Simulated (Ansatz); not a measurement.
A made-up structure of LiSiNH₄S, closed shell:

Li1  (0.305, 0.446, -1.458)
Si2  (-0.405, -0.482, 1.014)
N3  (0.886, 0.730, 0.332)
S4  (-1.435, -0.961, -1.030)
H5  (0.500, -1.683, 0.740)
H6  (-0.985, -0.518, 2.310)
H7  (1.827, 0.416, 0.549)
H8  (-2.458, -0.098, -0.928)
(Å)

It is relaxed with PBE-D4/def2-SVP and then PBE0-D4/def2-TZVP (Ansatz 0.2.0). Atoms count as bonded within 1.22 times the sum of their covalent radii (H–H: 0.88 Å). The end point is not checked to be a true minimum.

Task: Does its bonding change? (Judge from chemistry; the calculation decides.)

Result: By the calculation: No: no bond forms or breaks.

Where it ends: The first stage lowers the energy by 1.72 eV in 9 steps. It ends as LiSiNH₄S ([NH]1[Li]2[SH][SiH2]12):
```csv
atom,x (Å),y (Å),z (Å)
Li1,0.2563,0.7027,-1.4739
Si2,-0.1139,-0.6645,0.7581
N3,0.9432,0.4775,0.1669
S4,-1.4650,-0.9558,-0.9924
H5,0.3676,-2.0532,1.0315
H6,-1.0645,-0.3272,1.8640
H7,1.7199,0.7734,0.7386
H8,-2.4089,-0.1027,-0.5628
```

Labels in which every atom is bracketed show which atoms are joined, not bond orders.

For scale, one of the runs: PBE0-D4/def2-TZVP relaxation, 143 basis functions, launched by `ansatz run in.yaml --threads 2 --pin off --events-out ev --progress --plain --max-ram 4352MiB`. The run took about 43 s on 2 CPU threads of an Intel Xeon Platinum 8259CL (shared host).
